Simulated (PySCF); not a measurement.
BGeH5O2.

```xyz
9

B     -1.0146     0.1147     0.3641
Ge     0.9399    -0.1020    -0.3355
H      1.1363    -1.4538    -1.0486
H      1.3081     0.9975    -1.3514
H      1.9657    -0.0467     0.8139
O     -1.3768    -0.2696     1.6186
H     -0.6474    -0.6159     2.1406
O     -2.0054     0.6324    -0.4127
H     -1.7083     0.9056    -1.2852
```

Geometry optimised at ωB97X-D3(BJ)/def2-SVP. The structure was generated by enumeration, and PubChem lists no compound with its InChIKey, so it may never have been made. One conformer was computed; it need not be the lowest.

Calculation: PBE/pcSseg-1 (PySCF). Non-relativistic, no solvent.

**Question.** Give the absolute GIAO shielding of each atom: isotropic value and principal components (ppm). (Estimate from the structure and the level; the computed values follow.)

**Answer.** 
```
atom  σ(iso)     σ11     σ22     σ33   span
----  ------  ------  ------  ------  -----
B1      64.1    51.9    53.5    86.9   35.0
Ge2   1660.0  1600.4  1673.6  1706.1  105.7
H3      27.9    22.5    22.6    38.5   16.1
H4      28.1    22.1    23.1    38.9   16.8
H5      28.1    22.1    23.1    39.0   16.8
O6     142.5   -38.1   229.5   236.0  274.1
H7      26.6    21.8    25.7    32.4   10.6
O8     143.2   -37.1   230.7   236.1  273.2
H9      26.7    21.8    25.7    32.5   10.6
```
